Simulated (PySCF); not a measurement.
# Electronic structure of He (helium, neutral) at the UHF level

Configuration: 1s2, closed-shell 1S. All numbers are calculated (PySCF 2.14, scalar relativity by spin-free X2C-1e, in x2c-QZVPPall).

- Total energy: -2.861725 hartree
- One-electron energy: -3.8876 hartree
- Hartree (Coulomb) energy: 2.0517 hartree
- Exchange energy: -1.0259 hartree
- ⟨S²⟩: 0.0000
- ⟨L²⟩: 0.000
- Sum of ⟨r⟩: 1.854 bohr
- Sum of ⟨r²⟩: 2.368 bohr²
- Langevin diamagnetic susceptibility: -1.88 ×10⁻⁶ cm³/mol

| shell | electrons | mean orbital energy (hartree) | rms radius, mean of both spins (bohr) |
| --- | --- | --- | --- |
| 1s | 2 | -0.91793 | 1.09 |
